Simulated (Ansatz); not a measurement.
Species: C9H10SSi, SMILES `Cc1cc2cccc([SiH3])c2s1` (charge 0, multiplicity 1).

Question: Give a relaxed geometry from B3LYP-D3(BJ)/def2-SVP (Ansatz, a program for electronic structure).

Answer: the end point of this relaxation (outside a Z-matrix the atoms follow the SMILES, hydrogens last).
Cartesian coordinates (Å) in one orientation:
```xyz
21

C      3.599     0.952     0.556
C      2.213     0.421     0.373
C      1.822    -0.865     0.136
C      0.396    -1.025     0.012
C     -0.354    -2.192    -0.231
C     -1.739    -2.113    -0.313
C     -2.399    -0.880    -0.157
C     -1.697     0.309     0.085
Si    -2.603     1.944     0.290
C     -0.294     0.207     0.165
S      0.837     1.517     0.457
H      3.845     1.712    -0.205
H      3.724     1.426     1.543
H      4.330     0.136     0.473
H      2.530    -1.691     0.050
H      0.158    -3.150    -0.352
H     -2.325    -3.016    -0.501
H     -3.490    -0.853    -0.228
H     -2.161     2.926    -0.743
H     -2.325     2.539     1.630
H     -4.067     1.697     0.148
```
